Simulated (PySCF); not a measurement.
Substituent chemical shifts

Parent skeleton `[NH2:1][SiH:2]1[SiH2:3][SiH:4]([SiH3:5])[S:6]1`; one hydrogen on atom 3 is replaced by X. Hydrogens on one atom are averaged.

PySCF calculation with NMR shieldings at PBE0/pcSseg-1/GIAO and geometry from GFN2-xTB; equivalent nuclei averaged, no solvent, non-relativistic, one conformer.

Chemical shifts δ = σref − σ; NH3 for $^{15}$N (σref 267.73); $^{29}$Si (σref 349.16), $^{1}$H (σref 31.72) vs TMS; $^{33}$S (σref 503.73) against CS2, all at this level.

Parent (X = H): N1 26.3, Si2 6.0, Si3 -74.3, Si4 -42.1, Si5 -106.0, S6 -182.7, H(Si2) 6.36, H(Si3) 4.41, H(Si4) 5.61 ppm. Effects are Δδ = δ(X) − δ(H), positive for deshielding.

Known members:
```tsv
X	N1	Si2	Si3	Si4	Si5	S6	H(Si2)	H(Si3)	H(Si4)
SCH3	-0.4	+4.5	+65.7	+0.4	-2.1	-24.5	-0.03	+1.22	+0.17
```

Four more derivatives gave (Δδ, ppm):
| compound | N1 | Si2 | Si3 | Si4 | Si5 | S6 | H(Si2) | H(Si3) | H(Si4) |
| --- | --- | --- | --- | --- | --- | --- | --- | --- | --- |
| 1 | +16.0 | -9.1 | +26.3 | +1.8 | -2.9 | +80.2 | -0.56 | +0.96 | +0.01 |
| 2 | -1.3 | +7.3 | +53.9 | +4.3 | -3.4 | -21.6 | -0.04 | +1.53 | +0.20 |
| 3 | +14.6 | +5.6 | +74.7 | +2.8 | -4.7 | +44.9 | -0.60 | +1.17 | -0.11 |
| 4 | +18.9 | -9.4 | +83.0 | -13.7 | -4.4 | +38.3 | -0.40 | +1.98 | -0.33 |

Q: Their substituents are NHCH3, NHSiH3, SH, ethynyl. Which is which?

A: 1: X = ethynyl (C#C[Si@@H]1[Si@H](N)S[Si@H]1[SiH3]); 2: X = SH (N[Si@@H]1S[Si@@H]([SiH3])[Si@H]1S); 3: X = NHCH3 (CN[Si@@H]1[Si@H](N)S[Si@H]1[SiH3]); 4: X = NHSiH3 (N[Si@@H]1S[Si@@H]([SiH3])[Si@H]1N[SiH3]).

Experimental scales use liquid or dissolved standards, which lie at an offset from isolated NH3 (liquid NH3: subtract about 20 ppm).
